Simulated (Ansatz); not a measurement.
`[OH][Zn][Br]`, relaxed with RKS PBE0-D4/def2-TZVP in the Gaussian-basis code of Ansatz from a PBE-D4/def2-SVP geometry. The force threshold is 0.005 eV/Å; the program also tests the step.

Charge 0, multiplicity 1.

Start:

```xyz
4

O    -0.589    1.198    0.313
Zn    0.353   -0.292    0.045
Br    1.665   -2.091   -0.176
H    -1.429    1.186   -0.183
```

| step | energy (eV) | largest force (eV/Å) | largest move (Å) |
| --- | --- | --- | --- |
| 1 | -120515.4868 | 0.613 | 0.000 |
| 2 | -120515.4970 | 0.280 | 0.013 |
| 3 | -120515.4993 | 0.072 | 0.009 |
| 4 | -120515.5002 | 0.024 | 0.018 |
| 5 | -120515.5003 | 0.003 | 0.003 |

End:

```xyz
4

O    -0.593    1.173    0.297
Zn    0.361   -0.296    0.048
Br    1.661   -2.082   -0.173
H    -1.429    1.205   -0.172
```

Hardware: 2 threads of a server CPU on a shared host. Wall time 11 s, peak host memory 0.36 GiB.
